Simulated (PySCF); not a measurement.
## Excitation energy of Os²⁺ by level of theory

Os²⁺ [Xe] 4f14 5d6 (5D) → Os²⁺ [Xe] 4f14 5d5 6p1 (7P), as a difference of total energies. Computed with PySCF 2.14 in aug-cc-pVTZ-PP with ECP60MDF, with scalar relativity through the core potential. Correlated levels: valence: 5s2 5p6 frozen. The calculations carry no spin-orbit coupling.

```json
{"method": "UHF", "excitation energy (eV)": "6.780"}
{"method": "LDA", "excitation energy (eV)": "7.553"}
{"method": "PBE", "excitation energy (eV)": "7.542"}
{"method": "PBE0", "excitation energy (eV)": "7.598"}
{"method": "r2SCAN", "excitation energy (eV)": "7.265"}
{"method": "B97-3", "excitation energy (eV)": "8.037"}
{"method": "PBEsol", "excitation energy (eV)": "7.487"}
{"method": "CAM-B3LYP", "excitation energy (eV)": "7.898"}
{"method": "B2PLYP", "excitation energy (eV)": "7.842"}
{"method": "MP2 (valence)", "excitation energy (eV)": "7.564"}
{"method": "SCS-MP2 (valence)", "excitation energy (eV)": "8.109"}
```

Q: How much does correlation contribute at MP2 (valence)?

A: 7.564 − (6.780) = 0.784 eV, measured against UHF.
